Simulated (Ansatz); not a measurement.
AsH$_{3}$OSSe (`O[As](S)[SeH]`). Total charge 0; spin multiplicity 1. The geometry is a stationary point of PBE0-D4/def2-TZVP. It is one conformer, not always the lowest.

```xyz
7

O     0.973    1.366   -0.990
As    1.152   -0.240   -0.254
S     0.228    0.329    1.729
Se   -0.686   -1.479   -1.172
H     0.064    1.685   -0.963
H    -0.029   -0.942    2.079
H    -1.702   -0.719   -0.429
```

Task: What is the dipole moment at B3LYP/def2-TZVPP? (Best estimate.)

Result: The calculation gave: 1.12 D, with components (-0.87, -0.52, 0.49) D in this frame, pointing from negative to positive charge.

Task: And with PBE, r2SCAN, ωB97M-V? (An estimate is asked.)

Result: Ansatz gave: PBE 1.07 D, r2SCAN 1.16 D, ωB97M-V 1.14 D.

Task: Give the Mulliken charges with B3LYP, r2SCAN, PBE in def2-TZVPP. (Estimate.)

Result: The calculation gave: 
```
atom  B3LYP  r2SCAN    PBE
  O1  -0.41   -0.40  -0.36
 As2   0.53    0.52   0.46
  S3  -0.28   -0.29  -0.28
 Se4  -0.22   -0.23  -0.21
  H5   0.19    0.20   0.19
  H6   0.12    0.12   0.13
  H7   0.06    0.08   0.07
```

B3LYP here is the variant with VWN-RPA as its local correlation; programs differ in this.
